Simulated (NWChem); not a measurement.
System: BeF₂; SMILES [F][Be][F]

Computed with NWChem. Each level has its own optimisation; frequencies are unscaled.

```csv
level,basis functions,r Be–F (Å),highest harmonic frequency (cm⁻¹),lowest (cm⁻¹),zero-point energy (kcal/mol),relative time
PBE/STO-3G,15,1.366,1695,285,4.3,1
PBE/def2-SVP,37,1.396,1605,330,4.2,2
PBE/def2-SVPD,58,1.404,1534,363,4.2,9
PBE/def2-TZVP,81,1.391,1520,330,4.1,10
PBE/def2-TZVPD,102,1.391,1500,288,3.9,20
PBE/def2-TZVPP,81,1.391,1520,330,4.1,10
```

The last column is a rough cost ratio, cheapest run = 1.
